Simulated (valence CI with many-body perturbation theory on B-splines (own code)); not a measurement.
Sensitivity of CI+MBPT for Pr¹⁸⁺

Calculated by relativistic CI+MBPT: five valence electrons over a frozen Dirac-Fock core [Kr], a basis of 6 s, 6 p, 5 d, 5 f, 1 g functions for each j, with the one-electron correlation potential Σ1, the two-electron term Σ2, the three-electron term Σ3, Breit, model QED; selected CI, second order for the rest, scaled by the run's own slope (own B-spline code, finite nucleus).

No measured spectrum was set against this ion. As an estimate, terms of the open shell hold to 2 to 4 % of their energy, and close levels can change places. Among the levels kept, up to 400 cm⁻¹ of a level comes from second order outside the variational space, and about a tenth of that is noise between levels of different J, which matters for small intervals. Only levels of the ground parity were solved; by the run's estimate the other parity begins above the list, which can be wrong where configurations are misplaced.

The reference run has the lowest level (4d3/2^3 4d5/2^2) J=5/2 [a] and an ionisation energy of 516.633 eV. Its largest variational space holds 9996 state functions.

Levels are named by their leading jj configuration (3d3/2^4 stands for four electrons in 3d with j = 3/2), which in mixed levels can hold well under half, so a name can repeat and another be missing. Letters in brackets count levels of one name in rising energy.

Changed runs:
A. size limit of the variational space 10000 → 1500
B. averaging of valence orbitals over low configurations on → off; scale of Σ1 1 → 0
C. shift of the energy in Σ1 (hartree) 0 → 5.878; orbitals per symmetry with explicit Σ2 and valence Breit (the others get mean screening factors) 5 → 2
D. start configuration 4d5 → 5d5 (bad on purpose)

Excitation energies of the reference run in cm⁻¹, and shifts in cm⁻¹:

```tsv
Level	Reference	A	B	C
(4d3/2^4 4d5/2) J=5/2	35597	+245	+133	+35
(4d3/2^3 4d5/2^2) J=7/2 [a]	52859	+278	-79	+255
(4d3/2^3 4d5/2^2) J=3/2	55209	+163	-62	+245
(4d3/2^3 4d5/2^2) J=11/2	56464	+314	-126	+326
(4d3/2^3 4d5/2^2) J=5/2 [b]	59945	+236	-213	+389
(4d3/2^3 4d5/2^2) J=9/2	60362	+298	-181	+361
(4d3/2^3 4d5/2^2) J=1/2	65616	+144	-169	+380
(4d3/2^2 4d5/2^3) J=7/2 [a]	74841	+258	-267	+456
(4d3/2^3 4d5/2^2) J=5/2 [c]	79059	+247	-254	+504
(4d3/2^3 4d5/2^2) J=7/2 [b]	86363	+310	-223	+489
(4d3/2^2 4d5/2^3) J=11/2	86527	+446	-402	+694
(4d3/2^2 4d5/2^3) J=1/2	89408	+174	-473	+694
Ionisation energy (eV)	516.633	-0.022	-2.177	+0.664
```

Run D: It gave no result: the start configuration must fill the lowest shells above the core. The program said: "5d is not the lowest shell of its kind above the core".
